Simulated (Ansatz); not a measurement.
## Counterpoise correction, worked out

The pair of Li⁺ (SMILES [Li+], atom 1) and F⁻ (SMILES [F-], atom 2), both closed shells, in one local arrangement (a lower one may exist), relaxed at PBE0-D4/def2-TZVP:

Li1  (0.000, 0.000, -0.780)
F2  (0.000, 0.000, 0.780)
(Å)

Computed with Ansatz 0.2.0 (basis: def2-TZVPPD); correlated methods freeze the cores. The outer core shell of Li, Na, Mg and K is correlated.

MP2 total energies in eV:

| system | geometry | basis functions | energy |
| --- | --- | --- | --- |
| pair | pair | all | -2919.70681 |
| Li⁺ | as in the pair | all (partner as ghosts) | -197.73103 |
| F⁻ | as in the pair | all (partner as ghosts) | -2714.16170 |
| Li⁺ | as in the pair | its own | -197.72650 |
| F⁻ | as in the pair | its own | -2714.14478 |
| Li⁺ | free (PBE0-D4 minimum) | its own | -197.72650 |
| F⁻ | free (PBE0-D4 minimum) | its own | -2714.14478 |

(1) Work out the interaction energy with and without the counterpoise correction, the superposition error, and the binding energy from the relaxed fragments.

The T1 diagnostic stays at or below 0.024.

Results:

(1) Without correction: -2919.70681 − (-197.72650) − (-2714.14478) = -7.83553 eV.
With correction (each fragment in the whole basis): -2919.70681 − (-197.73103) − (-2714.16170) = -7.81408 eV = -180.20 kcal/mol.
The superposition error is the difference, 0.02145 eV, 0 % of the uncorrected value: each fragment borrows its partner's functions.
Deformation from the free shapes: 0.00000 eV for Li⁺ and 0.00000 eV for F⁻.
Binding energy from relaxed fragments: -7.81408 + 0.00000 + 0.00000 = -7.81408 eV = -180.20 kcal/mol (electronic, without zero-point energy; negative means bound). For comparison, the corrected interaction energy by CCSD(T) at an estimated basis limit (MP2 extrapolated from triple and quadruple zeta, plus CCSD(T) − MP2 in triple zeta) is -7.952 eV.

For scale, one of the runs: CCSD(T)/def2-TZVPPD, 62 basis functions, launched by `ansatz run in.yaml --threads 2 --pin off --events-out ev --progress --plain --max-ram 5222MiB`. The run took about 0.45 s on 2 CPU threads (shared host).
